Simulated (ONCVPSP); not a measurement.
# Reading a pseudo-wave (beryllium (Be))

Columns: radius, all-electron u(r) and pseudo u(r) of the 2p shell (level -2.37 eV) of beryllium in the configuration 1s2 2s1.5 2p0.5; LDA (Perdew-Wang 92), scalar-relativistic, ONCV scheme, ONCVPSP 4.0.1.

```
r (bohr)  all-electron  pseudo
   0.202        0.0445  0.0160
   0.405        0.1292  0.0619
   0.607        0.2181  0.1311
   0.810        0.2990  0.2153
   1.012        0.3673  0.3033
   1.215        0.4230  0.3866
   1.418        0.4663  0.4570
   1.620        0.4977  0.5099
   1.822        0.5186  0.5442
   2.025        0.5304  0.5612
   2.228        0.5345  0.5638
   2.430        0.5321  0.5560
   2.632        0.5245  0.5415
   2.835        0.5128  0.5233
   3.037        0.4979  0.5034
   3.240        0.4805  0.4829
   3.442        0.4615  0.4623
   3.645        0.4412  0.4413
   3.847        0.4202  0.4203
   4.050        0.3988  0.3988
   4.252        0.3774  0.3774
   4.455        0.3561  0.3561
   4.658        0.3352  0.3352
   4.860        0.3149  0.3149
   5.062        0.2953  0.2953
   5.265        0.2763  0.2763
```

**Question.** How many radial nodes do the two functions have?

**Answer.** The all-electron 2p function has n − l − 1 = 0; the pseudo-wave has 0.

**Question.** At about which radius was the pseudo-wave matched?

**Answer.** 4.00 bohr. The columns agree to 0.0005 from 3.65 bohr on; several derivatives are matched, so the curves merge somewhat inside the radius.

**Question.** Is the pseudo-wave norm-conserving?

**Answer.** Yes: the ONCV scheme keeps the norm inside the radius equal to the all-electron one, which fixes the energy derivative of the logarithmic derivative at the level.
